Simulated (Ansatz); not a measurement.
A nudged elastic band was laid between two geometries of BFH$_{5}$NSi (9 atoms, charge 0, multiplicity 1).

These are results of RKS PBE-D4/6-31G* (Ansatz), not measurements.

```json
{"movable images": "5", "climbing image": "yes", "spring": "5.0 eV/Å²", "optimiser": "quadratic models (default)", "start path": "through a guess of the saddle point", "force threshold": "0.05 eV/Å", "iteration limit": "60", "end points": "relaxed"}
```

Initial state:

```xyz
9
Properties=species:S:1:pos:R:3
N -0.394 1.560 0.166
B 0.033 0.368 0.758
Si 0.271 -1.247 -0.434
F -0.537 -2.562 0.112
H -0.502 2.436 0.678
H -0.636 1.646 -0.822
H 0.273 0.382 1.940
H -0.230 -0.946 -1.831
H 1.723 -1.637 -0.568
```

Final state:

```xyz
9
Properties=species:S:1:pos:R:3
N -0.740 1.301 0.502
B 0.477 0.627 0.380
Si 0.393 -1.181 -0.502
F -1.188 -1.439 -0.889
H -0.846 2.223 0.926
H -1.619 0.903 0.167
H 1.478 1.155 0.798
H 1.203 -1.278 -1.770
H 0.842 -2.312 0.389
```

Question: Which bonds break or form, and what moves?

Answer: No bond is made or broken. The dihedral N1–B2–Si3–H9 goes from 112 to -119°.

Question: What energy profile does the band end with?

Answer: The run converged. The highest image is number 3 of 0 to 6, 0.040 eV above the first end and 0.115 eV above the last; the last end lies 0.075 eV below the first. A vibrational analysis at the climbing image gives one clearly imaginary mode, 97i cm⁻¹: a first-order saddle point.

```csv
image,path coordinate (Å),energy (eV),dihedral N1–B2–Si3–H9 (°)
0,0.00,0.000,112
1,0.59,0.009,131
2,1.17,0.030,151
3,1.76,0.040,170
4,2.48,0.013,-167
5,3.21,-0.043,-144
6,3.94,-0.075,-119
```

Question: What is the geometry of the highest image?

Answer: 
```xyz
9
Properties=species:S:1:pos:R:3
N -0.612 1.485 0.274
B 0.277 0.469 0.634
Si 0.346 -1.239 -0.459
F -1.022 -2.129 -0.272
H -0.697 2.366 0.783
H -1.254 1.427 -0.517
H 0.986 0.671 1.591
H 0.463 -0.930 -1.935
H 1.513 -2.119 -0.098
```

Question: What are the harmonic wavenumbers there?

Answer: 97i, 151, 247, 509, 526, 611, 623, 737, 823, 875, 898, 909, 934, 1122, 1338, 1634, 2128, 2166, 2573, 3477, 3564 cm⁻¹.

The band took 7 iterations and about 2.4 core-minutes.

The run took 2.4 min on 1 thread of Intel(R) Xeon(R) Processor @ 2.50GHz (Skylake/Cascade Lake), with other jobs on the host, peak memory 0.14 GiB.
